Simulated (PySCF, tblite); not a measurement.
Isomers of C5H6F3O (doublet state), one GFN2-xTB conformer each. Single-point energies are computed at B3LYP/pcH-1 (PySCF, gas phase, no added dispersion term), electronic only. GFN2-xTB treats the open shell by occupation alone, and not every SCF solution was tested for stability.

| SMILES | GFN2-xTB relative energy (kcal/mol) |
| --- | --- |
| C=CO[C](F)CC(F)F | 3.5 |
| C[CH]O/C(F)=C\C(F)F | 0.0 |
| F[C](F)[C@@H](F)[C@H]1CCO1 | 12.4 |
| C=CO[C@H](F)[CH]C(F)F | 16.2 |
| [CH2]CO/C(F)=C\C(F)F | 14.9 |

Conformers: `[CH2:1]=[CH:2][O:3][C:4]([F:5])[CH2:6][CH:7]([F:8])[F:9]` (doublet state) with C1–C2–O3–C4 -173°, C2–O3–C4–F5 -17°, O3–C4–C6–C7 62°, C4–C6–C7–F8 -170°; `[CH3:1][CH:2][O:3]/[C:4]([F:5])=[CH:6]\[CH:7]([F:8])[F:9]` (doublet state) with C1–C2–O3–C4 180°, C2–O3–C4–F5 0°, C4–C6–C7–F8 -122°; `[F:1][C:2]([F:3])[C@@H:4]([F:5])[C@H:6]1[CH2:7][CH2:8][O:9]1` (doublet state) with F1–C2–C4–F5 153°, C2–C4–C6–C7 59°; `[CH2:1]=[CH:2][O:3][C@H:4]([F:5])[CH:6][CH:7]([F:8])[F:9]` (doublet state) with C1–C2–O3–C4 11°, C2–O3–C4–F5 -77°, O3–C4–C6–C7 -80°, C4–C6–C7–F8 -16°; `[CH2:1][CH2:2][O:3]/[C:4]([F:5])=[CH:6]\[CH:7]([F:8])[F:9]` (doublet state) with H–C1–C2–O3 -4° and 177°, C1–C2–O3–C4 178°, C2–O3–C4–F5 -2°, C4–C6–C7–F8 -122°.

**Question.** What does B3LYP/pcH-1 give for the same structures?

**Answer.** 
| SMILES | B3LYP/pcH-1 E (Eh) | B3LYP/pcH-1 (kcal/mol) | GFN2-xTB (kcal/mol) | point group |
| --- | --- | --- | --- | --- |
| C=CO[C](F)CC(F)F | -568.83821 | 0.0 | 3.5 | C1 |
| C[CH]O/C(F)=C\C(F)F | -568.83650 | 1.1 | 0.0 | Cs |
| C=CO[C@H](F)[CH]C(F)F | -568.82967 | 5.4 | 16.2 | C1 |
| [CH2]CO/C(F)=C\C(F)F | -568.82724 | 6.9 | 14.9 | near Cs |
| F[C](F)[C@@H](F)[C@H]1CCO1 | -568.81067 | 17.3 | 12.4 | C1 |

GFN2-xTB puts C[CH]O/C(F)=C\C(F)F lowest instead; measured from each level's own lowest isomer, the values differ by up to 10.8 kcal/mol (C=CO[C@H](F)[CH]C(F)F: 16.2 against 5.4). As drawn, the highest has a four-membered ring, which the lowest lacks. Neighbours under 5.0 kcal/mol apart (C=CO[C](F)CC(F)F and C[CH]O/C(F)=C\C(F)F; C[CH]O/C(F)=C\C(F)F and C=CO[C@H](F)[CH]C(F)F; C=CO[C@H](F)[CH]C(F)F and [CH2]CO/C(F)=C\C(F)F) can change places with a better method, another conformer or zero-point energy.

**Question.** What happens when harmonic zero-point energies from GFN2-xTB frequencies are added?

**Answer.** 
| SMILES | ZPE (kcal/mol) | electronic (kcal/mol) | with ZPE (kcal/mol) |
| --- | --- | --- | --- |
| C=CO[C](F)CC(F)F | 63.5 | 0.0 | 0.0 |
| C[CH]O/C(F)=C\C(F)F | 62.7 | 1.1 | 0.3 |
| C=CO[C@H](F)[CH]C(F)F | 62.5 | 5.4 | 4.4 |
| [CH2]CO/C(F)=C\C(F)F | 61.9 | 6.9 | 5.2 |
| F[C](F)[C@@H](F)[C@H]1CCO1 | 65.3 | 17.3 | 19.0 |

The zero-point energies span 3.4 kcal/mol. The order is unchanged.
